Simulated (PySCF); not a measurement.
C8H6F2.
Cartesian coordinates in Å at the GFN2-xTB level; atoms count from 1:
```
atom  x, y, z in Å
C1     2.6794    0.9365   -0.3861
C2     1.7954    0.4308    0.4644
F3     2.2074    0.2118    1.7380
C4     0.4008    0.0626    0.2286
C5    -0.3677   -0.4595    1.2705
C6    -1.6887   -0.8137    1.0662
C7    -2.2748   -0.6573   -0.1775
C8    -1.5034   -0.1380   -1.2028
F9    -2.0595    0.0228   -2.4214
C10   -0.1841    0.2235   -1.0272
H11    2.4364    1.1404   -1.4096
H12    3.6797    1.1576   -0.0604
H13    0.0766   -0.5875    2.2456
H14   -2.2683   -1.2151    1.8835
H15   -3.3024   -0.9280   -0.3604
H16    0.3659    0.6219   -1.8630
```

Jobs on this species (16 atoms, 72 electrons) with PySCF (density fitting). Hardware of each: one thread, Arm Neoverse V2, no GPU (shared host). Other jobs ran on the host; a repeat could differ by tens of per cent or more.

| level and settings | work | basis functions | SCF cycles | wall time |
| --- | --- | --- | --- | --- |
| PBE0/pcSseg-1 | shieldings, ring-centre shieldings, charges and field gradients | 200 | ? | ? |
| LC-wPBE/ANO-RCC-VDZP, level shift 0.2 Eh | spin–spin couplings from 8 perturbed nuclei, spin–dipole term for 2 of them | 170 | ? | ? |
| PBE0/def2-SVPD | spin–spin couplings from 8 perturbed nuclei, spin–dipole term for 2 of them | 254 | 14 | 52 s |
| PBE0/6-31G* | shieldings, ring-centre shieldings, charges and field gradients | 152 | 14 | 17 s |
| BHandHLYP/pcSseg-1, start guess vsap, damping 0.3 at the start, DIIS from the seventh cycle | shieldings, ring-centre shieldings, charges and field gradients, density and orbital grids written | 200 | 14 | 37 s |

Question: Fill in the missing figures.

Answer: 
- PBE0/pcSseg-1; shieldings, ring-centre shieldings, charges and field gradients: 33 s, 14 SCF cycles
- LC-wPBE/ANO-RCC-VDZP, level shift 0.2 Eh; spin–spin couplings from 8 perturbed nuclei, spin–dipole term for 2 of them: 1.9 min, 13 SCF cycles

Question: What do all jobs in the table cost together?

Answer: About 4.2 min; the longest takes about 45 % of that, and about 6.7 times as long as the shortest.
